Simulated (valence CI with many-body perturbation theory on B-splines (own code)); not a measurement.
# Basis-set convergence for S¹¹⁺

Calculated by relativistic CI+MBPT: three valence electrons over a frozen Dirac-Fock core [He], radial functions for each j: 9 s, 9 p, 8 d, 6 f, 3 g, 1 h, with the one-electron correlation potential Σ1 (screened to all orders), the two-electron term Σ2, the three-electron term Σ3, Breit, model QED; selected single and double excitations, second order for the rest, scaled by the run's own slope (own B-spline code, finite nucleus).

No measured spectrum was set against this ion. As an estimate, levels of excited configurations hold to 0.05 to 0.15 % of their energy, terms of the ground configuration to about 0.5 %.

The reference run has the lowest level 2s2.2p 2P°_1/2 and an ionisation energy of 564.367 eV. Its largest variational space holds 11097 state functions.

Changed runs:
A. basis 6 s, 6 p, 5 d, 3 f, 1 g
B. basis 5 s, 5 p, 4 d, 2 f

Excitation energies of the reference run in cm⁻¹, and shifts in cm⁻¹:

| Level | Reference | A | B |
| --- | --- | --- | --- |
| 2s2.2p 2P°_3/2 | 13134 | -0.7 | -1.7 |
| 2s.2p2 4P_1/2 | 193758 | -132 | -385 |
| 2s.2p2 4P_3/2 | 198553 | -133 | -387 |
| 2s.2p2 4P_5/2 | 205257 | -131 | -385 |
| 2s.2p2 2D_3/2 | 346836 | +125 | +372 |
| 2s.2p2 2D_5/2 | 347106 | +125 | +371 |
| 2s.2p2 2S_1/2 | 439895 | +233 | +669 |
| 2s.2p2 2P_1/2 | 465046 | +160 | +512 |
| 2s.2p2 2P_3/2 | 471697 | +153 | +494 |
| 2p3 4S°_3/2 | 610031 | -112 | -338 |
| 2p3 2D°_3/2 | 690032 | +117 | +331 |
| 2p3 2D°_5/2 | 690554 | +119 | +331 |
| Ionisation energy (eV) | 564.367 | -0.016 | -0.052 |
